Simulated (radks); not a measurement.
Results of a calculation; reference values are marked as such.
Species: neutral terbium. Configuration: [Xe] 4f9 6s1 6f1 (not the ground configuration). Level of theory: scalar-relativistic Kohn-Sham, PBEsol, spin-unpolarised, spherical densities, finite nucleus; Fermi nuclear charge, rms radius 5.06 fm (a radial shooting solver on a logarithmic mesh with Libxc functionals).

Normalised radial functions P(r) = r R(r), r in bohr:

r	4p	5s	4f
0.001114	0.0033	0.0483	0.0000
0.001609	0.0062	0.0644	0.0000
0.002343	0.0118	0.0849	0.0000
0.003386	0.0220	0.1085	0.0000
0.004892	0.0407	0.1333	0.0000
0.007068	0.0744	0.1540	0.0000
0.01029	0.1341	0.1600	0.0000
0.01487	0.2285	0.1349	0.0001
0.02149	0.3632	0.0612	0.0005
0.03105	0.5164	-0.0649	0.0020
0.04486	0.6067	-0.2042	0.0070
0.06534	0.4727	-0.2495	0.0234
0.0944	-0.0123	-0.0771	0.0688
0.1364	-0.6704	0.2492	0.1773
0.1971	-0.8409	0.3480	0.3876
0.287	0.0443	-0.0962	0.6998
0.4147	1.2512	-0.5411	0.9817
0.5992	1.4633	-0.1579	1.0606
0.8657	0.7573	0.7115	0.8941
1.251	0.1823	1.0165	0.6116
1.822	0.0166	0.6153	0.3433
2.632	0.0005	0.1848	0.1621
3.803	0.0000	0.0248	0.0625
5.495	0.0000	0.0011	0.0174
8.003	0.0000	0.0000	0.0027
11.56	0.0000	0.0000	0.0002
16.71	0.0000	0.0000	0.0000
24.14	0.0000	0.0000	0.0000
34.88	0.0000	0.0000	0.0000
50.79	0.0000	0.0000	0.0000
73.39	0.0000	0.0000	0.0000

4p: eigenvalue -285.20 eV, 2 radial nodes at r = 0.0937, 0.283 bohr, <r> = 0.574 bohr, 90 % of the charge inside 0.835 bohr. 5s: eigenvalue -52.743 eV, 4 radial nodes at r = 0.0261, 0.104, 0.271, 0.642 bohr, <r> = 1.33 bohr, 90 % of the charge inside 1.92 bohr. 4f: eigenvalue -8.235 eV, 0 radial nodes, <r> = 0.902 bohr, 90 % of the charge inside 1.59 bohr.
